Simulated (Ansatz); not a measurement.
Cost and result for the atomization energy of CH3BiCl2 (`[CH3][Bi]([Cl])[Cl]`) (7 atoms, 6 bonds).

```xyz
7

C     0.312    0.804    0.425
Bi   -0.159   -0.405   -1.390
Cl   -2.384   -1.005   -0.580
Cl    1.085   -2.348   -0.586
H     1.373    1.057    0.419
H    -0.299    1.707    0.419
H     0.073    0.190    1.292
```

The species carries charge 0 and has multiplicity 1. Correlated methods include outer-core shells of Bi, which these sets cover unevenly. Bi: def2 effective core potential. All single points use the PBE0-D4/def2-TZVP geometry. Program: Ansatz. All runs use 4 threads of a server CPU on a shared host. Times are those of one run each, without the atoms' runs, and a repeat can differ threefold. Electronic energies, without spin–orbit coupling; frozen cores. CCSD(T)/CBS adds CCSD(T) − MP2 in def2-TZVPP to the MP2 limit, and its time is that of the two runs behind it. T1 = 0.012. With those shells the extrapolation isn't a true limit. B3LYP takes the VWN-RPA correlation (the form of Gaussian; ORCA's B3LYP/G). HSE06 is the plane-wave form, built on full-range PBE exchange.

CCSD(T)/CBS is a level of theory with its own doubt, some kJ/mol a heavy atom from the limit and from the frozen cores, so smaller differences don't rank the functionals.

```tsv
level	functions	wall time	atomization (kJ/mol)	difference from CCSD(T)/CBS	per bond
LDA (SPW92)/def2-TZVPP	207	0.95 s	2479.0	340.5	56.8
revPBE-D4/def2-TZVPP	207	1.4 s	2140.4	1.9	0.3
PBE0-D4/def2-TZVPP	207	2.3 s	2140.9	2.4	0.4
HSE06-D4/def2-TZVPP	207	2.4 s	2141.9	3.4	0.6
CAM-B3LYP-D4/def2-TZVPP	207	2.8 s	2126.8	-11.7	-2.0
CCSD(T)/def2-SVP	91	3 s	1909.6	-228.9	-38.1
B3LYP-D4/def2-TZVPP (with forces)	207	3.5 s	2142.4	3.9	0.7
B2PLYP/def2-TZVPP	207	3.8 s	2099.8	-38.7	-6.4
ωB97X-V/def2-TZVPP	207	5.5 s	2148.5	10.0	1.7
ωB97M-V/def2-TZVPP (with forces)	207	8 s	2132.7	-5.8	-1.0
MP2/def2-QZVPP	369	12 s	2137.2	-1.3	-0.2
CCSD(T)/def2-TZVPP	207	70 s	2053.7	-84.8	-14.1
CCSD(T)/CBS(def2)	–	82 s	2138.5	0.0	0.0
```

From PBE to PBE0 (25 % exact exchange), in def2-TZVPP and without D4, the atomization energy moves by −55.8 kJ/mol: exact exchange takes away binding that semilocal exchange gives to molecules. In def2-TZVPP, CCSD(T) changes the Hartree–Fock value by +595.8 kJ/mol (the triples alone add +47.3 kJ/mol) and MP2 by +628.2 kJ/mol; breaking electron pairs costs correlation energy, which Hartree–Fock lacks. Leaving LDA and LC-ωPBE aside and taking each functional with its dispersion term where it has one, the values, not all of them listed here, spread over 135.2 kJ/mol, from BHLYP-D4 to PBE-D4. LDA lies +300.1 kJ/mol from PBE without D4, its usual overbinding.

Spin–orbit coupling would lower the free Bi atoms strongly, and the atomization energy with them, by more than many differences here.
